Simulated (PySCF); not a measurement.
## Polarisability and C₆ of C³⁺ (carbon, charge +3)

[He] 2s1, 2S determinant. All numbers are calculated (PySCF 2.14, the spin-free X2C one-electron Hamiltonian (Gaussian nucleus), in x2c-TZVPPall with one added diffuse shell each of s, p, d type (6s4p3d1f, 40 functions)). Coupled (time-dependent) response in atomic units; α is the mean over directions.

| method | mean α (bohr³) | C₆ (like pair) | S(−4) |
| --- | --- | --- | --- |
| UHF | 3.471 | 2.863 | 37.89 |
| PBE | 3.092 | 2.425 | 30.02 |
| PBE0 | 3.181 | 2.526 | 31.78 |
| BHandHLYP | 3.188 | 2.518 | 32.31 |
| revPBE | 3.118 | 2.471 | 30.05 |

S(−4) is the Cauchy moment in α(ω) = α(0) + S(−4) ω² + …

α(iu) at UHF:

```json
{"u (hartree)": "0", "α(iu) (bohr³)": "3.471"}
{"u (hartree)": "0.0500", "α(iu) (bohr³)": "3.379"}
{"u (hartree)": "0.100", "α(iu) (bohr³)": "3.131"}
{"u (hartree)": "0.200", "α(iu) (bohr³)": "2.429"}
{"u (hartree)": "0.300", "α(iu) (bohr³)": "1.786"}
{"u (hartree)": "0.500", "α(iu) (bohr³)": "1.003"}
{"u (hartree)": "0.750", "α(iu) (bohr³)": "0.5760"}
{"u (hartree)": "1.00", "α(iu) (bohr³)": "0.3819"}
{"u (hartree)": "1.50", "α(iu) (bohr³)": "0.2127"}
{"u (hartree)": "2.00", "α(iu) (bohr³)": "0.1390"}
{"u (hartree)": "3.00", "α(iu) (bohr³)": "0.07445"}
{"u (hartree)": "5.00", "α(iu) (bohr³)": "0.03293"}
```

A single London oscillator, α(iu) = α/(1 + u²/ω²), gives C₆ = (3/4) ω α². Matching the computed C₆ needs ω = 4 × 2.863 / (3 × 3.471²) = 0.317 hartree.

For an ion, C₆ is the dispersion term alone; charge-induced terms of lower order in 1/R come first.
